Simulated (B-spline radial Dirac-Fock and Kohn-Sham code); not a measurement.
# Two-hole binding energies of I⁺

System: iodine as I⁺ in the configuration [Kr] 4d10 5s2 5p4, inside a Watson sphere of charge -1 and radius 3 Å (a model of the Madelung potential; inside it an electron's potential energy is raised by 4.8 eV).

The run's input, task.json:

```json
{"items": [{
  "Z": 53,
  "q": 1,
  "cfg": [[1, 0, 2], [2, 0, 2], [2, 1, 6], [3, 0, 2], [3, 1, 6], [3, 2, 10], [4, 0, 2], [4, 1, 6], [4, 2, 10], [5, 0, 2], [5, 1, 4]],
  "A": 127,
  "rrms": 4.75,
  "watson": [-1, 3.0],
  "do": ["binding", "quiet", "double"]
}]}
```

Run with: `python xray_run.py task.json out`

Calculated with a B-spline atomic structure program, using ΔSCF Dirac-Fock with Breit, self-energy and vacuum polarisation, finite nucleus, configuration average. U is the two-hole binding energy less the two single-hole energies, the effective repulsion of the holes after relaxation. Each two-hole energy is an average over J within one jj subconfiguration.

| holes | E(a) (eV) | E(b) (eV) | E(ab) (eV) | U (eV) |
| --- | --- | --- | --- | --- |
| 1s⁻¹ 2p1/2⁻¹ | 33182.4 | 4867.2 | 38295.5 | 245.9 |
| 1s⁻¹ 2p3/2⁻¹ | 33182.4 | 4572.4 | 37978.1 | 223.4 |
| 2s⁻² | 5209.1 | 5209.1 | 10559.3 | 141.1 |
| 2s⁻¹ 2p1/2⁻¹ | 5209.1 | 4867.2 | 10208.5 | 132.1 |
| 2s⁻¹ 2p3/2⁻¹ | 5209.1 | 4572.4 | 9909.5 | 128.1 |
| 2s⁻¹ 3p3/2⁻¹ | 5209.1 | 891.8 | 6159.4 | 58.5 |
| 2s⁻¹ 3d5/2⁻¹ | 5209.1 | 633.9 | ? | ? |
| 2p1/2⁻¹ 3p3/2⁻¹ | 4867.2 | 891.8 | 5819.8 | 60.8 |
| 2p3/2⁻¹ 3s⁻¹ | 4572.4 | 1089.9 | 5720.8 | 58.6 |
| 2p1/2⁻¹ 3d3/2⁻¹ | 4867.2 | 645.4 | 5574.9 | 62.3 |
| 3p3/2⁻² | 891.8 | 891.8 | 1828.8 | 45.2 |
| 3d3/2⁻² | 645.4 | 645.4 | 1341.1 | 50.4 |
| 4d3/2⁻² | 64.22 | 64.22 | 146.9 | 18.4 |
| 4d3/2⁻¹ 4d5/2⁻¹ | 64.22 | 62.52 | 145.4 | 18.6 |

Question: Give the missing two-hole energy and U.

Answer: E(ab) = 5905.9 eV and U = 63.0 eV.
